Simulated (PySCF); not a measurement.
Molecule: `F[C@H](Cl)CC#CCCl`, C5H5Cl2F.

Bonds (- single, = double, # triple, : aromatic): F1-C2, C2-Cl3, C2-C4, C4-C5, C5#C6, C6-C7, C7-Cl8. C2 carries H9; C4 carries H10, H11; C7 carries H12, H13. Stereochemistry as in F[C@H](Cl)CC#CCCl. H11, H12 are pro-R; H10, H13 are pro-S.

Frames of a GFN2-xTB Langevin trajectory at 400 K; GIAO PBE0/pcSseg-1 shieldings in PySCF 2.14, gas phase, non-relativistic; equivalent atoms averaged within each frame.

δ = σ(ref) − σ, references computed at the same level: 19F (170.95 ppm) against CFCl3; 13C (186.93 ppm) and 1H (31.72 ppm) against TMS; 35Cl (949.78 ppm) against HCl. The references are static minima.

Q: How do the shifts (ppm) fluctuate along the trajectory?

A: 
| time (fs) | F1 | C2 | C5 | C6 | C7 | C4 | Cl3 | Cl8 | H9 | H13 |
| --- | --- | --- | --- | --- | --- | --- | --- | --- | --- | --- |
| 250 | -119.4 | 121.4 | 96.0 | 93.1 | 53.3 | 32.0 | 369 | 304 | 8.21 | 5.59 |
| 425 | -126.3 | 118.1 | 90.4 | 88.7 | 30.6 | 32.0 | 376 | 158 | 7.19 | 2.98 |
| 625 | -147.4 | 116.1 | 97.3 | 91.0 | 39.8 | 43.2 | 309 | 153 | 6.70 | 4.43 |
| 800 | -136.8 | 116.4 | 98.0 | 91.4 | 45.1 | 40.8 | 324 | 233 | 8.38 | 4.66 |
| 1000 | -105.2 | 118.3 | 100.0 | 95.1 | 48.8 | 33.7 | 273 | 298 | 6.76 | 4.67 |
| mean of frames | -127.0 | 118.0 | 96.4 | 91.9 | 43.5 | 36.3 | 330 | 229 | 7.45 | 4.47 |
| standard deviation | 16.2 | 2.1 | 3.6 | 2.4 | 8.8 | 5.3 | 43 | 73 | 0.80 | 0.94 |

5 frames give an uncertainty of the mean of about the standard deviation over 2.2 at best, since frames this close in time may not be independent; classical motion lacks zero-point vibration, and the reference would need the same averaging.
